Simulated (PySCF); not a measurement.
**P²⁺: excitation energy**

P²⁺ [Ne] 3s2 3p1 (2P) → P²⁺ [Ne] 3s2 4s1 (2S), as a difference of total energies. Calculation: PySCF 2.14, in aug-cc-pwCVDZ (6s5p3d, 36 functions); the non-relativistic Hamiltonian (point nucleus). Correlated levels: nothing frozen. The calculations carry no spin-orbit coupling.

| method | excitation energy (cm⁻¹) |
| --- | --- |
| UHF | 118020 |
| MP2 (all electrons) | 116910 |
| SCS-MP2 (all electrons) | 117100 |
| CCSD (all electrons) | 117950 |
| CCSD(T) (all electrons) | 117680 |

A first-order spin-orbit estimate (lowest level to lowest level, LS coupling) adds 0.040 eV.

The promoted electron is Rydberg-like, and one or two diffuse shells describe it only roughly, which tends to raise the upper state.
